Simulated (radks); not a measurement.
Q: All-electron atom: Gd II in [Xe] 4f5 5d1 6s1 6p2 (not the ground configuration). All-electron calculation, scalar-relativistic Kohn-Sham, PBE, spin-unpolarised, spherical densities, point nucleus. Program: a radial shooting solver on a logarithmic mesh with Libxc functionals. Some entries of the table are withheld. Estimate them.

orbital  occ.  eigenvalue (eV)  <1/r> (bohr^-1)  <r> (bohr)
1s          2        -50134.92            71.67     0.02190
2s          2        -8304.568              (1)     0.09328
2p          6        -7392.891            15.52     0.08238
3s          2        -1867.900            6.099      0.2444
3p          6        -1585.544            5.733      0.2430
3d         10        -1212.898            5.439      0.2212
4s          2        -401.4892            2.582      0.5506
4p          6              (2)            2.378      0.5817
4d         10        -178.5127              (3)      0.6282
5s          2         -71.1630            1.044       1.277
5p          6         -46.6235           0.9029       1.454
4f          5         -37.1607            1.636      0.7705
5d          1         -16.5405           0.6412       2.023
6s          1         -13.3892           0.4000       3.175
6p          2          -8.5609           0.3238       3.880

A: 
(1) 2s <1/r> (bohr^-1): 16.62
(2) 4p eigenvalue (eV): -307.9542
(3) 4d <1/r> (bohr^-1): 2.106
